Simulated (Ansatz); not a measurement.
Relaxation of CH₈ClNSi (12 atoms, charge 0, multiplicity 1), to a largest force component of 0.03 eV/Å in at most 50 steps.

Level of theory: Ansatz 0.2.0, RHF/def2-SVP.

```xyz
12
Properties=species:S:1:pos:R:3:forces:R:3
Si -0.935 -0.367 -1.048 -0.62 -0.02 -0.19
C 1.095 -0.339 1.415 0.69 -0.12 0.52
H -1.756 -0.574 -2.251 -0.06 -0.03 -0.03
H 0.040 -1.445 -0.891 0.02 0.00 0.00
N -0.237 1.179 -1.219 -0.02 0.03 0.01
H 0.120 0.119 1.468 -0.09 0.14 0.06
Cl -2.273 -0.541 0.584 0.05 0.00 -0.36
H 0.982 -1.422 1.429 0.00 0.01 -0.01
H 1.637 -0.043 0.520 0.00 0.00 0.00
H 1.674 -0.036 2.288 0.00 0.01 -0.01
H 0.377 1.593 -0.546 0.00 0.00 -0.01
H -0.724 1.875 -1.750 0.02 -0.02 0.02
```

**Question.** Where does it end, and by what steps?

**Answer.** The run converged. The force dipped under the threshold on the way, but the program's further checks kept it going. After 24 steps the energy has fallen by 0.280 eV; H8 moved furthest, 1.28 Å.

| step | energy less start (eV) | largest force component (eV/Å) | accepted |
| --- | --- | --- | --- |
| 0 | 0.0000 | 0.687 | yes |
| 1 | -0.1838 | 0.223 | yes |
| 2 | -0.2300 | 0.173 | yes |
| 3 | -0.2270 | 0.562 | no |
| 4 | -0.2492 | 0.067 | yes |
| 5 | -0.2567 | 0.099 | yes |
| 6 | -0.2004 | 1.170 | no |
| 7 | -0.2611 | 0.014 | yes |
| 8 | -0.2640 | 0.077 | yes |
| 9 | -0.2657 | 0.182 | yes |
| 10 | -0.2673 | 0.213 | yes |
| 11 | -0.2698 | 0.237 | yes |
| 12 | -0.2721 | 0.162 | yes |
| 13 | -0.2743 | 0.106 | yes |
| 14 | -0.2756 | 0.153 | yes |
| 15 | -0.2766 | 0.093 | yes |
| 16 | -0.2779 | 0.046 | yes |
| 17 | -0.2781 | 0.134 | yes |
| 18 | -0.2790 | 0.052 | yes |
| 19 | -0.2793 | 0.019 | yes |
| 20 | -0.2796 | 0.013 | yes |
| 21 | -0.2798 | 0.068 | yes |
| 22 | -0.2802 | 0.031 | yes |
| 23 | -0.2800 | 0.060 | no |
| 24 | -0.2803 | 0.005 | yes |

```xyz
12
Properties=species:S:1:pos:R:3
Si -1.438 -0.280 -1.599
C 1.585 -0.377 2.089
H -2.512 -0.209 -2.601
H -0.572 -1.456 -1.773
N -0.492 1.136 -1.694
H 0.552 -0.405 1.745
Cl -2.395 -0.540 0.244
H 1.929 -1.392 2.287
H 2.219 0.075 1.326
H 1.646 0.211 3.004
H 0.394 1.200 -1.231
H -0.915 2.038 -1.798
```

Whether the end is a true minimum wasn't checked by a vibrational analysis.

Time of the run: 30 s on 2 threads of AMD EPYC 7B13 (Zen 3) (shared host), peak memory 0.22 GiB.
